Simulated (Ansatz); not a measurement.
Consider the ligand exchange at a Li–O bond: `[Li][O][Si](C)(C)C` + HBr → `[Li][Br]` + `C[Si](C)(C)O`.

Computed with Ansatz on PBE0-D4/def2-TZVP structures; ΔE is electronic, products minus reactants. CCSD(T)/CBS adds triple-zeta CCSD(T) − MP2 to the extrapolated MP2 energy (def2 sets, frozen cores). Functionals use def2-TZVPP. B3LYP here is the variant with VWN-RPA as its local correlation; programs differ in this. For Br, Li outer-core shells are correlated without core-valence functions, which leaves a few kJ/mol of doubt a bond. Scalar relativity is left out up to krypton. Each species was taken in one conformer, which may not be the lowest.

| level | ΔE (kJ/mol) | difference from CCSD(T)/CBS |
| --- | --- | --- |
| r2SCAN-D4 | -90.1 | -4.6 |
| B3LYP-D4 | -81.9 | 3.6 |
| CAM-B3LYP-D4 | -83.8 | 1.7 |
| ωB97X-V | -90.7 | -5.2 |
| ωB97M-V | -89.5 | -4.0 |
| BLYP | -76.7 | 8.8 |
| PBE0 | -94.3 | -8.8 |
| B3LYP | -85.7 | -0.2 |
| r2SCANh | -93.8 | -8.3 |
| LC-ωPBE | -92.1 | -6.6 |
| CCSD(T)/def2-SVP | -68.1 | 17.4 |
| HF/def2-TZVPP | -115.5 | -30.0 |
| MP2/def2-TZVPP | -82.5 | 3.0 |
| HF/def2-QZVPP | -113.6 | -28.1 |
| MP2/def2-QZVPP | -83.9 | 1.6 |
| HF/CBS(def2) | -113.3 | -27.8 |
| CCSD(T)/CBS | -85.5 | 0 |

Largest T1 diagnostic among the species: 0.011.

At CCSD(T), def2-SVP lies +17.4 kJ/mol from the extrapolated value and def2-TZVPP +3.7 kJ/mol. Leaving LDA and LC-ωPBE aside and taking each functional with its dispersion term where it has one, the values, not all of them listed here, spread over 25.5 kJ/mol, from r2SCAN0-D4 to BLYP-D4.
